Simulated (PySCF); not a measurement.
Gas-phase equilibrium of 1 mol GeCl₄, 87 mol O₂ at 1600 K and 1.00 bar, among 12 species (ClO, O₂, O, GeCl₃, Ge₂O₂, O₃, GeCl₄, Cl, Cl₂, GeO₂, GeCl₂, GeO). Only gases are allowed; each row takes one source of thermochemistry for all species, and Cantera finds the minimum.

Energies from PySCF (xtb for GFN2), thermal terms from the rigid-rotor harmonic-oscillator model, ideal gas at 1 bar. † marks an energy on the PBE0/def2-TZVP geometry and frequencies; other levels use their own. Open shells (unrestricted) among the columns below: O₂ (multiplicity 3), Cl (multiplicity 2, electronic degeneracy 6); the rest are closed-shell singlets. GFN2 has no spin-polarisation term. Spin-orbit splitting is ignored; it lowers the true energy and changes the entropy of Cl. Ge: all electrons, no relativistic terms. GeO₂: computed as isolated molecules; such fragments, hydroxides, amides, oligomers or adducts are transient or little studied in the gas. The harmonic model lacks anharmonicity and excited electronic states, which grow with temperature; levels with a mode under 35 cm⁻¹ are left out. Strong static correlation: O₃.

Molecules larger than those listed are left out, and so are free Ge atoms, whose spin-orbit terms are large. Also missing: (GeO)n, which can matter at low temperature or high pressure.

Mole fractions:

```tsv
thermochemistry	x O₂	x O₃	x Cl₂	x Cl	x GeO₂	x GeCl₄	x GeCl₂	x GeO
BLYP/def2-TZVP†	0.96	2.5e-9	0.0093	0.015	8.8e-6	6.9e-5	0.0053	0.0058
GFN2-xTB	0.026	0.92	0.029	0.0025	0.013	9.9e-10	7.7e-7	0.0032
PBE/def2-SVP	0.98	4.6e-9	0.0041	0.0052	3.5e-7	0.0049	0.0059	0.00041
PBE0/def2-QZVP†	0.98	7.3e-11	0.0037	0.0064	1.5e-6	0.0052	0.0051	0.00094
PBE0/def2-TZVP	0.98	6.2e-11	0.0030	0.0062	1.0e-6	0.0058	0.0048	0.00066
LDA/def2-TZVP†	0.98	2.4e-7	0.0048	0.00019	3.2e-5	0.0076	0.0025	0.0012
```
The most sensitive of these is O₃: it spans a factor of 10^10.2 over these rows; at this temperature one factor of ten is RT ln 10 = 31 kJ/mol.
